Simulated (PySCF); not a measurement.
**Working out the excitation energy of I**

I [Kr] 4d10 5s2 5p5 (2P) → I [Kr] 4d10 5s2 5p4 6s1 (4P). All numbers are calculated (PySCF 2.14, scalar relativity through the core potential, in aug-cc-pwCVDZ-PP with ECP28MDF (6s5p4d1f, 48 functions)). Frozen: nothing. Energies in hartree (1 hartree = 27.21139 eV):

```
             part    I (lower)    I (upper)
              UHF  -294.654106  -294.410768
MP2 opposite-spin    -0.342222    -0.333649
    MP2 same-spin    -0.194353    -0.195740
```

Question: What does Hartree-Fock give?

Answer: (-294.410768) − (-294.654106) = 0.243338 hartree = 6.622 eV.

Question: What do MP2 and SCS-MP2 (6/5 opposite-spin, 1/3 same-spin) give?

Answer: The opposite-spin parts differ by 0.233 eV and the same-spin parts by -0.038 eV. MP2: 6.622 + (0.233) + (-0.038) = 6.817 eV. SCS-MP2: 6.622 + 1.2 × (0.233) + (-0.038)/3 = 6.889 eV.

A double-zeta basis recovers only part of the correlation energy.
